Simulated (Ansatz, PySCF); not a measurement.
Mg2O, SMILES [Mg][O][Mg] (connectivity only; charge and spin as stated), neutral, multiplicity 1. Atoms are numbered in the order given.

```xyz
3

Mg     0.0000     0.0000    -1.8001
O      0.0000     0.0000     0.0000
Mg     0.0000     0.0000     1.8001
```
Charge 0, spin multiplicity 1.

The structure is a stationary point at PBE0-D3(BJ)/def2-TZVP.

Two levels are set side by side: PBE-D3(BJ)/def2-TZVP (Ansatz, a quantum-chemistry and plane-wave program) and PBE0-D3(BJ)/def2-TZVP (Ansatz). Each level has its own optimised geometry; the coordinates shown are those of the second. Frequencies come from the Hessian of PySCF at each geometry. Differences are taken from unrounded values.

```json
[
 {"quantity": "mean bond length (Å)", "PBE0-D3(BJ)": "1.800"},
 {"quantity": "bond Mg1–O2 (Å)", "PBE0-D3(BJ)": "1.800"},
 {"quantity": "bond O2–Mg3 (Å)", "PBE0-D3(BJ)": "1.800"},
 {"quantity": "highest harmonic wavenumber (cm⁻¹)", "PBE0-D3(BJ)": "863"},
 {"quantity": "mean harmonic wavenumber (cm⁻¹)", "PBE0-D3(BJ)": "365"},
 {"quantity": "zero-point energy (kcal/mol)", "PBE0-D3(BJ)": "2.09"}
]
```

Question: What does PBE-D3(BJ) give, and how far is it from PBE0-D3(BJ)? (An estimate is asked for; the answer gives what the named calculation found.)

Answer: 
```
quantity                            PBE-D3(BJ)  PBE-D3(BJ) minus PBE0-D3(BJ)
----------------------------------  ----------  ----------------------------
mean bond length (Å)                     1.821                         0.021
bond Mg1–O2 (Å)                          1.821                         0.021
bond O2–Mg3 (Å)                          1.821                         0.021
highest harmonic wavenumber (cm⁻¹)         824                           -38
mean harmonic wavenumber (cm⁻¹)            356                            -9
zero-point energy (kcal/mol)              2.04                         -0.05
```

Exact exchange shortens and stiffens bonds; PBE has none. Differences between two approximate levels are no errors against the true value.
